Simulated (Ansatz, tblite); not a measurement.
Removing and adding an electron: Si2Au. Charge 0, multiplicity 2. Geometry: PBE-D4/def2-TZVP. Ansatz, gas phase; energy differences of separate SCF runs; the oxidised species is a triplet (the singlet lies 0.80 eV higher at PBE0-D4/def2-TZVP); the reduced species is a singlet (the triplet lies 0.97 eV higher at PBE0-D4/def2-TZVPD).

```xyz
3

Au   -1.361   -0.398    0.093
Si    0.955   -0.560    0.715
Si    0.406    0.958   -0.808
```

In the def2 sets Au takes a core potential; there is no spin–orbit coupling. The xTB rows come from tblite. The structure comes from a short search, and lower isomers may exist.

```json
{"level": "PBE-D4/def2-TZVP", "−HOMO (eV)": "4.76", "vertical IE (eV)": "7.38", "−LUMO (eV)": "4.48", "vertical EA (eV)": "–", "HOMO–LUMO gap (eV)": "0.28", "IE − EA (eV)": "–", "remarks": "–"}
{"level": "r2SCAN-D4/def2-TZVP", "−HOMO (eV)": "4.91", "vertical IE (eV)": "7.35", "−LUMO (eV)": "4.28", "vertical EA (eV)": "–", "HOMO–LUMO gap (eV)": "0.63", "IE − EA (eV)": "–", "remarks": "–"}
{"level": "PBE0-D4/def2-TZVP", "−HOMO (eV)": "5.53", "vertical IE (eV)": "7.32", "−LUMO (eV)": "3.63", "vertical EA (eV)": "–", "HOMO–LUMO gap (eV)": "1.91", "IE − EA (eV)": "–", "remarks": "–"}
{"level": "PBE0-D4/def2-TZVPD", "−HOMO (eV)": "5.54", "vertical IE (eV)": "–", "−LUMO (eV)": "3.64", "vertical EA (eV)": "2.08", "HOMO–LUMO gap (eV)": "1.90", "IE − EA (eV)": "–", "remarks": "restricted SCF unstable in HF (-1 singlet)"}
```

**Question.** Estimate the rows for GFN1-xTB, GFN2-xTB, PBE-D4/def2-TZVPD, r2SCAN-D4/def2-TZVPD.

**Answer.** 
| level | −HOMO (eV) | vertical IE (eV) | −LUMO (eV) | vertical EA (eV) | HOMO–LUMO gap (eV) | IE − EA (eV) | remarks |
| --- | --- | --- | --- | --- | --- | --- | --- |
| GFN1-xTB | – | 11.62 | – | 7.34 | – | 4.27 | – |
| GFN2-xTB | – | 10.10 | – | 3.07 | – | 7.03 | – |
| PBE-D4/def2-TZVPD | 4.77 | – | 4.49 | 2.08 | 0.29 | – | HOMO above zero (-1 singlet), restricted SCF unstable in HF (-1 singlet) |
| r2SCAN-D4/def2-TZVPD | 4.92 | – | 4.28 | 2.06 | 0.64 | – | HOMO above zero (-1 singlet), restricted SCF unstable in HF (-1 singlet) |

Run but left out: HF/def2-TZVPD, MP2/def2-TZVPD, CCSD/def2-TZVPD, CCSD(T)/def2-TZVPD (charge -1 singlet: restricted singlet, unstable towards broken spin symmetry).   A HOMO above zero means that the electron is unbound at that level or that self-interaction error raises the level; the energy of removing that electron tells which. HOMO and LUMO are the levels of the spin that leaves or enters (xTB has no such levels and no spin-polarisation term). Other spin states of the ions may lie lower, which would lower the ionisation energy or raise the affinity. Raw xTB energy differences between charge states are shifted by several eV; the methods need an empirical correction for them.
